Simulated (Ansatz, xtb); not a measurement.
## Two isomers of C2H4F3GeNSi

Structure a: `N#C[SiH2][GeH2][C](F)(F)F`, a singlet. Structure b: `N#C[SiH]([GeH3])C(F)(F)F`, a singlet. Both are isolated molecules in the gas phase, relaxed with B3LYP-D3(BJ)/def2-SVP, each in the lowest conformer that the search found.

Q: Estimate E(b) − E(a) at the level CCSD(T)/def2-SVP + ΔMP2/def2-TZVPP.

A: CCSD(T)/def2-SVP + ΔMP2/def2-TZVPP gives E(b) − E(a) = −0.21 kcal/mol, slightly favouring structure b, which is too small a margin to settle the true order.

How the difference moves with the method:

| level | geometry | E(b) − E(a) (kcal/mol) | departure from the last row (kcal/mol) | job, with rough time for the two |
| --- | --- | --- | --- | --- |
| GFN2-xTB | GFN2-xTB | +9.40 | +9.62 | optimisation, 0.58 s |
| HF/STO-3G | GFN2-xTB | −1.44 | −1.23 | single point, 2.8 s |
| r2SCAN-D4/def2-SVP | GFN2-xTB | +0.89 | +1.10 | single point, 11 s |
| B3LYP-D3(BJ)/def2-SVP | B3LYP-D3(BJ)/def2-SVP | −0.66 | −0.44 | optimisation, 4 min |
| HF/def2-SVP | B3LYP-D3(BJ)/def2-SVP | −0.27 | −0.06 | part of the CCSD(T) run |
| MP2/def2-SVP | B3LYP-D3(BJ)/def2-SVP | −0.86 | −0.64 | part of the CCSD(T) run |
| CCSD(T)/def2-SVP | B3LYP-D3(BJ)/def2-SVP | −0.83 | −0.61 | single point |
| CCSD(T)/def2-SVP + ΔMP2/def2-TZVPP | B3LYP-D3(BJ)/def2-SVP | −0.21 |  | single point, 6.1 min |

As drawn, b has 1 C–Si, 1 Ge–H in place of 1 C–Ge, 1 Si–H.

The largest departure from CCSD(T)/def2-SVP + ΔMP2/def2-TZVPP is that of GFN2-xTB, 9.62 kcal/mol. No reliable frequencies are at hand for b, so it isn't confirmed as a minimum. The last row adds to CCSD(T) the change of the MP2 difference between the two basis sets, here +0.61 kcal/mol.

The correlated steps freeze 20 core orbitals; the filled d shell of Ge is correlated, in a basis made for valence electrons. Codes used: Ansatz 0.2.0, xtb 6.7.1; the last row on 2 threads of Intel(R) Xeon(R) Processor @ 2.50GHz (Skylake/Cascade Lake) on a shared host.
